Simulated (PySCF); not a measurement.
Two-component Hartree-Fock for Co⁴⁺ (cobalt, charge +4)

Start: [Ar] 3d5; 3d3/2 filled at m_j = -3/2, -1/2, +1/2, +3/2; 3d5/2 filled at m_j = +5/2. Calculated with PySCF 2.14 in x2c-SVPall-2c (5s5p3d1f, 42 functions): generalised Hartree-Fock with the X2C-1e Hamiltonian and a Gaussian nucleus; one run each with spin-orbit coupling (SO) switched off, then screened by Boettger's factors.

```tsv
spinor shell	electrons	ε, spin-free (eV)	ε, screened SO (eV)	weight of nominal j (screened SO)	rms radius, screened SO (bohr)
1s1/2	2	-7840.8	-7840.8	1.000	0.0649
2s1/2	2	-1031.9	-1031.9	1.000	0.276
2p1/2	2	-889.94	-900.56	0.976	0.247
2p3/2	4	-889.94	-884.72	0.988	0.249
3s1/2	2	-187.13	-187.13	1.000	0.825
3p1/2	2	-142.88	-143.58	0.663	0.874
3p3/2	4	-142.88	-142.54	0.831	0.877
3d3/2	4	-82.468	-82.490	0.514	0.950
3d5/2	1	-82.468	-82.371	1.000	0.951
```

```csv
quantity,spin-free,screened SO
E (hartree),-1387.83325,-1387.85168
M_J,5/2,5/2
⟨J²⟩,8.750,8.750
⟨L²⟩,0.000,0.003
⟨S²⟩,8.750,8.747
```

Each row is a mean over spinors that exchange with the open shell spreads, by up to 17.302 eV (3p3/2).

Rows whose weight is well below 1 are mixtures of j = l ± 1/2: exchange outweighs spin-orbit coupling there, and the label is only the starting occupation.

Without spin-orbit coupling the j labels of p, d and f shells carry no meaning; the spin-free column gives the mean over the occupied spinors of each nl shell.
